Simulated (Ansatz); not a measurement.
Program: Ansatz. Geometries: PBE0-D4/def2-TZVP. ΔE: electronic, gas phase. CBS: MP2 limit from def2 TZ/QZ plus the TZ coupled-cluster correction, frozen cores. This one scheme is used for every species.

`F[Si@@H]1O[C@H]1[SiH3]` + HCl → `F[Si@H]1O[C@@H]1Cl` + SiH₄  (substitution at a C–Si bond)

```csv
species,HF/def2-SVP energy (Eh)
`F[Si@@H]1O[C@H]1[SiH3]`,-792.61437
HCl,-459.93826
`F[Si@H]1O[C@@H]1Cl`,-961.37955
SiH₄,-291.15391
```

Task: Work out ΔE.

Result: ΔE = (-961.37955) + (-291.15391) − (-792.61437) − (-459.93826) = 0.01917 Eh = +12.0 kcal/mol. CCSD(T)/CBS gives +13.4 kcal/mol.

Largest T1 diagnostic among the species: 0.014.

In def2-TZVPP, CCSD(T) changes the Hartree–Fock value by +1.2 kcal/mol (the triples alone add −0.2 kcal/mol) and MP2 by +1.4 kcal/mol. From PBE to PBE0 (25 % exact exchange), in def2-TZVPP and without D4, ΔE moves by +1.1 kcal/mol. Leaving LDA and LC-ωPBE aside and taking each functional with its dispersion term where it has one, the values, not all of them listed here, spread over 2.1 kcal/mol, from revPBE-D4 to BHLYP-D4.
